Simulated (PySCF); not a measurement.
C2H7FSi3, SMILES F[SiH2]C#C[SiH2][SiH3].

Coordinates come from a r2SCAN-D4/def2-SVP optimisation. The structure was generated by enumeration, and PubChem lists no compound with its InChIKey, so it may never have been made.

Method: PBE/def2-TZVP (PySCF).

Gas-phase values at a fixed geometry.

Computed frontier levels, gap, dipole moment and polarisability:
```json
{
  "highest_occupied_level": "-6.98 eV",
  "lowest_empty_level": "-2.25 eV",
  "orbital_gap": "4.73 eV",
  "dipole_moment": "1.48 D",
  "quadrupole, principal values (traceless, Buckingham form, about the centre of nuclear charge)": "-5.93, -0.58, 6.51 D·Å",
  "mean_static_polarisability": "112.6 bohr³ (16.69 Å³)",
  "polarisability_principal_values": "83.5, 96.8, 157.5 bohr³"
}
```
